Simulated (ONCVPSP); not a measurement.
**zinc: excitation energies, all-electron against ONCV**

ONCVPSP 4.0.1 input, shortened (lines: element, Z, core and valence counts, functional; n l f; lmax; l rc ep ncon nbas qcut; lloc lpopt rc5 dvloc0; l nproj debl; icmod fcfact rcfact), PBE, scalar-relativistic:

```
  Zn 30.00    5    2        4      upf
    1    0    2.00
    2    0    2.00
    2    1    6.00
    3    0    2.00
    3    1    6.00
    3    2   10.00
    4    0    1.00
    2
    0    2.10    0.00    4    7    3.70
    1    1.60    0.04    4    9    4.60
    2    1.30    0.00    4    8   11.10
    4    1    1.20    4.00
    0    2    1.30
    1    2    1.10
    2    3    0.90
    3    4.25    1.45
```

Energies are relative to the spin-unpolarised reference configuration 3d10 4s1; without spin polarisation the order of configurations can differ from experiment.

(1) Give the all-electron excitation energy and the error of the potential for: 3d10 4s2; 3d10 4s0; 3d9 4s0; 3d9 4s2.

Levels in the configuration 3d9 4s0:

| level | all-electron (eV) | pseudo (eV) |
| --- | --- | --- |
| 3d | -50.718 | -50.761 |

Note: ghosts flagged at negative energy: p at -65.8 eV; GHOST(+) flagged for s at 103.1 eV. A true bound ghost makes a file unfit for plane-wave use.

## Answers

(1)

```
valence configuration  charge  ΔE all-electron (eV)  error AE − PS (meV)
             3d10 4s2       0                -9.889                 +7.0
             3d10 4s0      +2                18.443                  +23
              3d9 4s0      +3                58.976                  +55
              3d9 4s2      +1                 8.012                 -111
```
